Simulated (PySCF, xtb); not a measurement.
B(Me)2(SH) (C₂H₇BS), SMILES CB(C)S.

GFN2-xTB (xtb) at its own geometry gives an orbital gap of 4.45 eV and a dipole moment of 2.02 D.

Coordinates come from a PBE0-D3(BJ)/def2-SVP optimisation. Other conformers were not sampled.

Task: What does PBE0/def2-TZVP (PySCF) give? (The exact figures need the calculation; the answer reports its results.)

Result: gap 7.47 eV (levels -7.83 and -0.36 eV), dipole 1.17 D.
